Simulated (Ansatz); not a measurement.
Start from `[NH2][Hf]([NH2])([F])[F]` and change one atom or group to get `[NH2][Hf]([NH2])([F])[Cl]`.

Ansatz, PBE0-D4/def2-TZVP geometries, multiplicity 1. Each molecule was computed in one conformer, which needn't be the lowest.

Elements past krypton have def2 core potentials.

```
                                                                                  property  `[NH2][Hf]([NH2])([F])[F]`
                                                       LUMO energy (B3LYP/def2-TZVPP) / eV                       -0.60
                                                     LUMO energy (ωB97M-V/def2-TZVPP) / eV                        0.88
                                            zero-point energy (PBE0-D4/def2-TZVP) / kJ/mol                       138.7
                                                         LUMO energy (PBE/def2-TZVPP) / eV                       -0.96
ideal-gas entropy at 298 K and 1 bar (rigid rotor, harmonic PBE0-D4/def2-TZVP) / J/(mol·K)                         384
                                          size of the dipole moment (B3LYP/def2-TZVPP) / D                        2.65
```

Question: Give the same properties after the change, and the shifts. (Estimate.)

Answer: The calculation gave: 
```
                                                                                  property  `[NH2][Hf]([NH2])([F])[Cl]`  shift
                                                       LUMO energy (B3LYP/def2-TZVPP) / eV                        -0.66  -0.06
                                                     LUMO energy (ωB97M-V/def2-TZVPP) / eV                         0.93   0.05
                                            zero-point energy (PBE0-D4/def2-TZVP) / kJ/mol                        136.9   -1.8
                                                         LUMO energy (PBE/def2-TZVPP) / eV                        -1.31  -0.35
ideal-gas entropy at 298 K and 1 bar (rigid rotor, harmonic PBE0-D4/def2-TZVP) / J/(mol·K)                          395     11
                                          size of the dipole moment (B3LYP/def2-TZVPP) / D                         3.03   0.38
```

Dipoles are sizes alone; their direction can turn.

B3LYP here is the variant with VWN-RPA as its local correlation; programs differ in this.
